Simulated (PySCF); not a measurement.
## Orbital picture of AsH

LDA at R = 1.532 Å; basis As def2-TZVPPD, H def2-TZVPPD; no relativity; PySCF 2.14. State: ³Σ⁻ (triplet), unpaired electrons π ↑↑. Only the outer orbitals are listed, counted within each symmetry.

| spin | orbital | occ. | ε (eV) | on As (%) | main shells (%) |
| --- | --- | --- | --- | --- | --- |
| α | 7σ | 1 | -15.35 | 92 | 90 As s |
| α | 8σ | 1 | -8.33 | 68 | 55 As p, 32 H s, 10 As s |
| α | 4π | 1 | -5.84 | 98 | 98 As p |
| α | 4π | 1 | -5.84 | 98 | 98 As p |
| α | 9σ | 0 | -0.57 | 89 | 59 As s, 26 H p, 22 As d |
| β | 7σ | 1 | -14.19 | 86 | 83 As s, 14 H s |
| β | 8σ | 1 | -7.78 | 65 | 50 As p, 34 H s, 14 As s |
| β | 4π | 0 | -4.30 | 95 | 96 As p |
| β | 4π | 0 | -4.30 | 95 | 96 As p |
| β | 9σ | 0 | -0.22 | 96 | 69 As s, 33 H p, 23 As d |

Which are the highest filled and the lowest empty level, where do they sit, and how wide is the gap?

Highest filled α 4π at -5.84 eV (in %: 98 As p); lowest empty β 4π at -4.30 eV (in %: 96 As p); the gap at LDA is 1.54 eV. Both belong to one degenerate shell, split only by its one-sided filling, so this is no excitation gap.

- bond order (Mayer): 1.01
- ⟨S²⟩: 2.003
- charge on As (Mulliken, basis-dependent): -0.07
- charge on As (Löwdin, basis-dependent): 0.45
- dipole moment (positive dipole means As(−)H(+)): 0.21 D
- polarisability along the bond: 36.7 bohr³
- polarisability across the bond: 31.5 bohr³

Spin–orbit coupling is left out. The state was picked by a PBE0 search and need not be the measured ground state.
